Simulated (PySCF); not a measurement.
```xyz
21

B     -4.0271    -0.3149     0.1054
C     -2.5022    -0.1848     0.0790
C     -1.7200     0.7240     0.8429
C     -0.3667     0.5420     0.5449
C      0.7028     1.2531     1.0993
C      2.0618     1.1381     0.8623
C      2.7297     0.2603    -0.0136
O      4.0623     0.4134    -0.0008
C      2.1857    -0.7187    -0.8657
C      0.8548    -1.0642    -1.0564
C     -0.2935    -0.5413    -0.4625
C     -1.6100    -0.9503    -0.7136
H     -4.6931     0.3974     0.8246
H     -4.5859    -1.1320    -0.5933
H     -2.1147     1.4519     1.5532
H      0.4202     2.0167     1.8321
H      2.7314     1.8030     1.4124
H      4.4679    -0.2091    -0.6153
H      2.9180    -1.2811    -1.4563
H      0.6799    -1.8669    -1.7812
H     -1.9015    -1.7366    -1.4115
```

Charge 0, multiplicity 1.

**Question.** Give the Mulliken and meta-Löwdin atomic charges from ωB97X-D3(BJ)/def2-TZVP // PBE0-D3(BJ)/def2-SVP run with PySCF 2.14.0.

**Answer.** 
```
atom  Mulliken (e)  meta-Löwdin (e)
----  ------------  ---------------
B1           -0.05            -0.02
C2            0.02            -0.11
C3           -0.25            -0.13
C4            0.12            -0.03
C5           -0.14            -0.02
C6           -0.18            -0.20
C7            0.28             0.30
O8           -0.35            -0.44
C9           -0.19            -0.22
C10          -0.18            -0.02
C11           0.10            -0.03
C12          -0.25            -0.13
H13          -0.01             0.00
H14          -0.01            -0.01
H15           0.12             0.11
H16           0.13             0.13
H17           0.13             0.13
H18           0.32             0.35
H19           0.10             0.10
H20           0.13             0.13
H21           0.12             0.11
```
